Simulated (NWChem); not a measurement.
A series in which one site is exchanged, each optimised at PBE0/def2-SVP with NWChem, gas phase unless a solvent is named. This build's default masses of Se (78.918 u) and Br (79.917 u) are each other's, which moves their modes by up to 0.6 %. Some are not confirmed as minima by frequencies. def2 effective core potentials on I; no spin-orbit coupling.

A: ClB(Cl)I (BICl₂; site = I)
B: FB(Cl)Cl (BCl$_{2}$F; site = F)
C: ClBCl (BHCl2; site = H)
D: B(Br)(Cl)Cl (BBrCl$_{2}$; site = Br)

```tsv
quantity	A	B	C	D
dipole (D), PBE0/def2-SVP	___	0.24	0.37	0.04
orbital gap (eV), PBE0/def2-SVP	___	8.56	7.61	6.95
vertical ionisation energy, ΔSCF, PBE/def2-SVP (eV)	___	11.35	11.16	10.34
static polarisability, PBE/def2-SVPD (bohr³)	___	43.3	44.4	65.5
lowest singlet excitation, PBE/def2-SVPD, TDA (eV)	___	5.95	5.26	4.60
```

### Question
Fill in the missing entries.

### Answer

- dipole (D), PBE0/def2-SVP, A: 0.05
- orbital gap (eV), PBE0/def2-SVP, A: 6.00
- vertical ionisation energy, ΔSCF, PBE/def2-SVP (eV), A: 9.70
- static polarisability, PBE/def2-SVPD (bohr³), A: 79.8
- lowest singlet excitation, PBE/def2-SVPD, TDA (eV), A: 3.85
